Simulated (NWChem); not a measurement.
System: C2H4FNOSi; SMILES N[Si@@H]1C(F)=CO1

```xyz
10

N     -1.0106    -1.8767    -0.5197
Si    -0.1975    -0.7074     0.4041
O      1.4942    -0.4067     0.0798
C      1.1990     0.9138    -0.1872
C     -0.1381     1.0726    -0.1210
F     -0.8680     2.1685    -0.2797
H     -1.0834    -1.8248    -1.5287
H     -1.2347    -2.7951    -0.1577
H     -0.3792    -1.0627     1.8325
H      2.0259     1.6051    -0.3821
```
Atoms are numbered in this order, from 1.

Level: PBE0/def2-SVP (NWChem), optimised geometry, unscaled harmonic frequencies. 

```
frequency (cm⁻¹)  IR intensity (km/mol)
----------------  ---------------------
129                                 3.2
199                                 0.6
296                                38.5
328                                35.3
369                                68.8
391                                63.4
426                                55.5
586                                33.7
615                                13.2
692                                16.2
729                                13.6
778                                38.6
900                                51.0
915                                10.2
957                               313.5
1113                              133.9
1264                               13.9
1295                              153.8
1535                               68.9
1707                               26.6
2293                              109.2
3215                                7.6
3628                               56.7
3733                               58.8
```

zero-point energy: 40.1 kcal/mol
thermal correction to the enthalpy at 298.15 K (with zero-point energy): 44.9 kcal/mol
heat capacity Cv: 23.9 cal/(mol K)
entropy at 298.15 K and 1 atm (symmetry number 1): 80.0 cal/(mol K)
dipole moment: 2.27 D

Rigid rotor and harmonic oscillator.
